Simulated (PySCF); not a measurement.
**A small calculation by hand: chemical shift, span and skew from a shielding tensor**

Si(H)2(Me)(SH) (CH₆SSi), SMILES S[SiH2]C. Atoms are numbered in the order given.

```xyz
9

Si    -0.4194     0.6198     0.2438
C     -1.8422    -0.5995     0.2370
S      1.4210    -0.2684    -0.4384
H     -0.6564     1.7314    -0.7230
H     -0.2453     1.1928     1.6142
H     -1.6531    -1.4276     0.9375
H     -2.7772    -0.1025     0.5416
H     -1.9813    -1.0243    -0.7683
H      1.5028    -1.1562     0.5774
```
Charge 0, spin multiplicity 1.

Geometry: PBE0-D3(BJ)/def2-SVP. The values are those of a single conformer.

GIAO shieldings from HF/pcSseg-1 in PySCF, non-relativistic, no solvent. The symmetric part of the tensor of C2 has the principal values 181.5, 189.2, 198.6 ppm. The same nucleus in TMS has σ = 192.6 ppm at this level (PySCF, at its B3LYP-D3(BJ)/def2-TZVP geometry).

Question: Work out the isotropic shielding, the ¹³C shift against TMS, the span and the skew.

Answer: 
σ(iso) = (σ11 + σ22 + σ33)/3 = 189.8 ppm. δ = σ(ref) − σ(iso) = 192.6 − (189.8) = 2.8 ppm.
Span Ω = σ33 − σ11 = 17.1 ppm. Skew κ = 3(σ(iso) − σ22)/Ω = 0.10. Tumbling in solution averages the tensor to δ; in a static solid the shielding alone would spread this spin-1/2 line over Ω.
